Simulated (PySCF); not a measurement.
Structure problem from calculated spectra and properties.

Formula: C5H4ClFN2O.

* UV, first state: lowest singlet excitation: 4.49 eV (276 nm, f = 0.051) [TDDFT PBE0/def2-SVPD]
* Rotational structure: rotational constants A, B, C: 1.650, 1.161, 0.684 GHz [GFN2-xTB]
* Triplet: lowest triplet excitation (Tamm–Dancoff): 3.43 eV [TDA PBE0/def2-SVPD]
* 13C NMR: chemical shifts (computed TMS as zero) by class: 169.3 (1 C), 154.8 (1 C), 136.0 (1 C), 113.8 (1 C), 27.2 (1 C) ppm [GIAO PBE0/pcSseg-1]
* Dipole: 3.57 D [PBE0/def2-SVPD]
* 1H NMR: chemical shifts (computed TMS as zero) by class: 6.65 (1 H), 2.56 (3 H) ppm [GIAO PBE0/pcSseg-1]
* NMR, other nuclei: isotropic shieldings of nuclei other than C and H, by class: -31 (1 N), 48 (1 N), -196 (1 O), 319 (1 F), 701 (1 Cl) ppm [GIAO PBE0/pcSseg-1]
* Polarisability: 86.7 au [PBE0/def2-SVPD]

Electronic properties: PySCF, gas phase, density fitting. Levels stand in brackets. NMR shifts are as computed; neighbouring signals can stand in another order in a measured spectrum. One conformer (not necessarily the lowest) at the GFN2-xTB geometry, without solvent, vibrations or thermal averaging. NMR classes are plain means over equivalent atoms (diastereotopic ones count apart unless rotation or inversion swaps them), as if these changed places fast.

Q: Propose a structure and show how it fits.

A: Numbering: `[CH3:1][C:2](=[O:3])[n:4]1[c:5]([F:6])[cH:7][n:8][c:9]1[Cl:10]`. Its formula, C5H4ClFN2O, gives 4 degrees of unsaturation: 1 ring and 3 π bonds in the structure found (Kekulé form). 5 carbons fall into 5 classes; from least to most shielded: amide carbonyl carbon [C2] (169.3 ppm), aromatic C–F carbon [C5] (154.8 ppm), aromatic C–Cl carbon [C9] (136.0 ppm), aromatic CH next to a ring nitrogen [C7] (113.8 ppm), methyl carbon next to a carbonyl [C1] (27.2 ppm). Hydrogen classes from least to most shielded: 1 H on an aromatic CH next to a ring nitrogen, C7 (6.65 ppm), 3 H on a methyl carbon next to a carbonyl, C1 (2.56 ppm). The other shieldings belong to: -31 ppm, pyridine-type nitrogen [N8]; 48 ppm, pyrrole-type nitrogen [N4]; -196 ppm, amide oxygen [O3]; 319 ppm, aryl fluorine [F6]; 701 ppm, aryl chlorine [Cl10]. S1 is mainly HOMO→LUMO (weight 0.99); the largest Löwdin shares of the orbital it empties are 0.22 on the aromatic C–F carbon, 0.20 on the aromatic CH next to a ring nitrogen, 0.17 on the aryl chlorine and 0.15 on the aromatic C–Cl carbon, of the orbital it fills 0.25 on the amide carbonyl carbon, 0.23 on the amide oxygen, 0.10 on the aromatic C–Cl carbon and 0.08 on the pyridine-type nitrogen. The optimised geometry has point group Cs and is an asymmetric top. Structure: `CC(=O)n1c(F)cnc1Cl`. The assignments are read from this structure; whether some other isomer fits the data as well wasn't checked.

Conformer computed: `[CH3:1][C:2](=[O:3])[n:4]1[c:5]([F:6])[cH:7][n:8][c:9]1[Cl:10]`: C1–C2–N4–C5 0°.
